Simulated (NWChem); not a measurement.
MgHF; SMILES [MgH][F]

```xyz
3

Mg    -0.0009    -0.5924     0.0000
H     -0.0055    -2.2802     0.0000
F      0.0008     1.1687     0.0000
```
Atoms are numbered in this order, from 1.

Results from NWChem. All runs use the structure optimised with PBE0/def2-SVP. GIAO values for the isolated, static molecule; σ is the absolute isotropic shielding, δ = σ(reference) − σ with the isolated reference molecule computed at the same levels (19F: trichlorofluoromethane, 1H: tetramethylsilane).

Predict the results for PBE/pcSseg-1. Quantities: σ Mg1 (ppm); δ H2 (ppm); δ F3 (ppm).


```yaml
"σ Mg1 (ppm)": 500.8
"δ H2 (ppm)": 4.86
"δ F3 (ppm)": -216.1
```
